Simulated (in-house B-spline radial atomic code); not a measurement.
# RPA and G0W0 on SCAN: Te6+

Configuration [Kr] 4d10, mean-field start SCAN. Computed with an all-electron radial atomic-structure program (B-spline basis): all electrons, scalar-relativistic (spin-free one-electron X2C), finite nucleus, each spin shell either full or empty, empty states to l = 9 with an (l + 1/2)⁻⁴ tail; G0W0 by contour deformation at full frequency.

Command:
```bash
python run_gw.py task.json out
```
Settings (radii: box in bohr, nucleus in fm):
```
Z                        52
electrons                46
configuration            [Kr] 4d10
hamiltonian              x2c
method                   scan,scan
lmax                     9
rms_radius               4.7423
spin_polarised           False
box_radius               9.29
intervals                66
```

Cost of the run: 3.4 s on 1 thread of Arm Neoverse N1, with other jobs on the host.

Energies (hartree):

| term | value |
| --- | --- |
| mean-field total | -6786.11692 |
| Hartree-Fock functional on these orbitals | -6783.05550 |
| direct second order | -4.0607 |
| second-order exchange | 1.1242 |
| SOSEX correction | 1.0601 |

(1) What is the RPA correlation energy, and what remains with SOSEX?

Quasi-particle levels (eV):

| level | occupied | mean field | Σx - vxc | Σc | QP weight | G0W0 |
| --- | --- | --- | --- | --- | --- | --- |
| 4d | yes | -114.40 | -10.60 | ? | ? | ? |
| 5s | no | -75.67 | 7.12 | -2.22 | 0.982 | -70.78 |

G0W0 = mean field + (Σx - vxc) + Σc, with Σc (partial-wave tail included) taken at the quasi-particle energy. Only the outer levels were computed. Levels of low weight are left out.

(2) Where does G0W0 put 4d?

## Answers

(1) RPA gives -3.6387 hartree (-2.15 eV per electron); RPA + SOSEX gives -2.5786, and the second-order doubles -2.9365 hartree (no singles). SOSEX takes back 29 % of the RPA value.

(2) At -124.87 eV, with Σc = 0.13 eV and a quasi-particle weight of 0.963. The tabulated removal energy is 124.2 ± 0.06 eV (NIST, measured); the calculation leaves out spin-orbit coupling, Breit and QED terms, and what these don't explain is the method's own error.
